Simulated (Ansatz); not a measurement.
The cluster CrPb12, relaxed as a singlet with RKS PBE-D4/def2-SVP in Ansatz, starting from the GFN1-xTB geometry. Force threshold 0.03 eV/Å.

In the def2 sets Pb takes a core potential; there is no spin–orbit coupling. The restricted singlet is unstable: a solution with broken spin symmetry lies lower. Another isomer (singlet) lies 2.89 eV lower at PBE0-D4/def2-TZVP; other spin states weren't run for this one.

Start:

| atom | x (Å) | y (Å) | z (Å) |
| --- | --- | --- | --- |
| Cr1 | 1.804 | -1.766 | 0.254 |
| Pb2 | -2.675 | -1.002 | -1.275 |
| Pb3 | -0.134 | 2.113 | 2.301 |
| Pb4 | -2.181 | 2.133 | -0.311 |
| Pb5 | 0.227 | -2.168 | -2.247 |
| Pb6 | -2.422 | -0.276 | 1.961 |
| Pb7 | 2.721 | 0.888 | 1.269 |
| Pb8 | 0.626 | -1.016 | 2.894 |
| Pb9 | -0.537 | 0.937 | -2.935 |
| Pb10 | 1.031 | 2.861 | -0.723 |
| Pb11 | -0.914 | -2.905 | 0.722 |
| Pb12 | -0.024 | 0.025 | -0.003 |
| Pb13 | 2.477 | 0.176 | -1.908 |

```tsv
step	energy (eV)	largest force component (eV/Å)	SCF passes
1	-91417.9997	0.843	104
2	-91418.4917	0.276	59
3	-91418.5564	0.164	42
4	-91418.5758	0.073	41
5	-91418.5797	0.077	42
6	-91418.5804	0.018	39
7	-91418.5806	0.011	38
8	-91418.5807	0.007	38
9	-91418.5807	0.003	29
```

Force components are those of the run's own axes.

End:

```xyz
13

Cr    1.7619   -1.7206    0.2504
Pb   -2.8081   -1.0673   -1.3394
Pb   -0.1214    2.2122    2.4330
Pb   -2.2744    2.2232   -0.3240
Pb    0.2668   -2.2567   -2.3056
Pb   -2.5458   -0.3010    2.0584
Pb    2.8094    0.8111    1.2906
Pb    0.6909   -1.0770    2.9591
Pb   -0.5510    0.9755   -3.0935
Pb    1.0887    3.0050   -0.7611
Pb   -0.7762   -2.9708    0.7257
Pb   -0.0966    0.0970   -0.0132
Pb    2.5558    0.0694   -1.8804
```

By distances, no bond broke or formed. The bond that changes most is Pb10–Pb13, from 3.27 to 3.47 Å (atoms count from 1).

The force fell under the threshold at step 6, but the optimiser went on. No frequencies were taken in this run, so the end may be a saddle point.

It took 42 s on 2 threads of AMD EPYC 7R13 on a shared host and a share (18 GiB) of an NVIDIA H100 80GB HBM3, peak host memory 1.1 GiB.
